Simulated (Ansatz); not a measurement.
Two structures of SiH2Cl3OF, closed shell, reached by relaxing down either side of one saddle point (PBE0-D4/def2-TZVP). Energies are electronic, without zero-point energy. Ansatz 0.2.0; basis: def2-TZVPP and def2-QZVPP; cores frozen in the correlated methods. Extrapolation: Hartree–Fock as exp(−7.88 √X), correlation as X^−2.97. First:

```xyz
8
angstrom
Si -0.7424 -0.7219 -0.0286
O 0.6670 0.0397 0.2942
Cl -0.3961 -2.4220 -1.0698
Cl -1.6890 -1.2023 1.6939
Cl -1.8309 0.5751 -1.1098
H 1.1684 1.6571 -0.1824
F 1.4913 2.5034 -0.4042
H 1.3315 -0.4290 0.8068
```

Second:

```csv
atom,x (Å),y (Å),z (Å)
Si1,-1.0565,-0.0217,-0.6533
O2,1.5490,0.0353,1.3566
Cl3,0.0172,-1.6361,-1.2115
Cl4,-1.8276,-0.2301,1.1883
Cl5,-2.5471,0.2711,-1.9871
H6,1.7656,0.8852,0.9655
F7,-0.1362,1.2601,-0.7134
H8,2.2355,-0.5638,1.0549
```

(1) Which bonds change from the first to the second?

(2) Give the saddle point's structure and its height above each. (To be estimated.)

T1 diagnostic: at most 0.011.

Results:

(1) SiHCl₃O ([OH][Si]([Cl])([Cl])[Cl]) + HF → SiCl₃F ([F][Si]([Cl])([Cl])[Cl]) + H₂O; bonds formed: Si1–F7, O2–H6; bonds broken: Si1–O2, H6–F7.

(2) By the calculation: 27.68 kcal/mol above the first and 32.14 kcal/mol above the second (CCSD(T) at an estimated basis limit (MP2 extrapolated from triple and quadruple zeta, plus CCSD(T) − MP2 in triple zeta)).
| atom | x (Å) | y (Å) | z (Å) |
| --- | --- | --- | --- |
| Si1 | -0.4441 | -0.2141 | -0.2603 |
| O2 | 0.6502 | 0.4698 | 0.9397 |
| Cl3 | 0.2377 | -1.6302 | -1.5567 |
| Cl4 | -1.3469 | -1.4678 | 1.1522 |
| Cl5 | -2.0223 | 0.9300 | -0.8152 |
| H6 | 1.1425 | 0.9726 | 0.0299 |
| F7 | 0.7398 | 1.0352 | -1.1017 |
| H8 | 1.0430 | -0.0957 | 1.6121 |

Steps of this kind, hydrogen fluoride cutting a network bond, underlie vapour etching and the fluorination step of atomic layer etching.

Labels in which every atom is bracketed show which atoms are joined, not bond orders.

For scale, one of the runs: CCSD(T)/def2-TZVPP, 258 basis functions, launched by `ansatz run in.yaml --threads 8 --pin off --events-out ev --progress --plain --max-ram 19148MiB`. Time: 2.4 min of wall clock on 8 CPU threads of an Intel Xeon; the host was shared. Peak host memory: 5.7 GiB.
